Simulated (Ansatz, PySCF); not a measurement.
O3Sn, SMILES [O]=[Sn]1[O][O]1.

The structure is a stationary point at B3LYP-D3(BJ)/def2-SVP. The def2 effective core potentials stand for the cores of Sn; spin–orbit coupling is left out.

Vertical ionisation energy (IE) and electron affinity (EA) in eV. Rows of orbital energies are one-electron estimates. Where ΔSCF, EOM or ADC give a negative EA the extra electron is unbound and the value depends on the basis.

```tsv
level	IE	EA
−ε(HOMO), −ε(LUMO), CAM-B3LYP/def2-TZVPD (PySCF)	9.74	3.06
−ε(HOMO), −ε(LUMO), PBE/def2-TZVPD (PySCF)	6.41	4.89
ΔSCF, CAM-B3LYP/def2-SVPD (Ansatz), final states of multiplicity 2 and 2	10.80	2.29
ΔSCF, PBE/def2-SVPD (Ansatz), final states of multiplicity 2 and 2	10.30	2.05
```

Question: What vertical singlet–triplet gap does ΔSCF give with CAM-B3LYP/def2-SVPD (Ansatz, a quantum-chemistry and plane-wave program) and with PBE/def2-SVPD (Ansatz)? (Estimate from the structure and the level; the computed values follow.)

Answer: 2.18 and 1.80 eV (triplet above singlet where positive).
